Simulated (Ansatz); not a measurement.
Start from `[OH][AlH][SiH2][SeH]` and change one atom or group to get `[OH][AlH][SiH3]`.

Ansatz, PBE0-D4/def2-TZVP geometries, multiplicity 1. Each molecule was computed in one conformer, which needn't be the lowest.

Scalar relativity is left out up to krypton.

| property | `[OH][AlH][SiH2][SeH]` |
| --- | --- |
| HOMO energy (ωB97M-V/def2-TZVPP) / eV | -8.94 |
| size of the dipole moment (B3LYP/def2-TZVPP) / D | 2.55 |
| HOMO energy (B3LYP/def2-TZVPP) / eV | -6.55 |
| HOMO energy (PBE0/def2-TZVPP) / eV | -6.80 |
| HOMO–LUMO gap (PBE/def2-TZVPP) / eV | 3.38 |
| HOMO–LUMO gap (PBE0/def2-TZVPP) / eV | 5.24 |

Give the same properties after the change, and the shifts. (Best estimate.)

Ansatz gave: 
| property | `[OH][AlH][SiH3]` | shift |
| --- | --- | --- |
| HOMO energy (ωB97M-V/def2-TZVPP) / eV | -9.62 | -0.68 |
| size of the dipole moment (B3LYP/def2-TZVPP) / D | 1.38 | -1.17 |
| HOMO energy (B3LYP/def2-TZVPP) / eV | -7.42 | -0.87 |
| HOMO energy (PBE0/def2-TZVPP) / eV | -7.61 | -0.81 |
| HOMO–LUMO gap (PBE/def2-TZVPP) / eV | 4.35 | 0.97 |
| HOMO–LUMO gap (PBE0/def2-TZVPP) / eV | 6.22 | 0.98 |

With PBE0 the HOMO falls by 0.81 eV and the LUMO rises by 0.17 eV, so the gap widens by about 0.98 eV. PBE moves the HOMO by -0.81 eV and ωB97M-V by -0.68 eV. Dipoles are sizes alone; their direction can turn.

B3LYP here is the variant with VWN-RPA as its local correlation; programs differ in this.

Spin–orbit coupling is left out; it splits and shifts lone-pair levels of the heavy atoms by tenths of an eV.
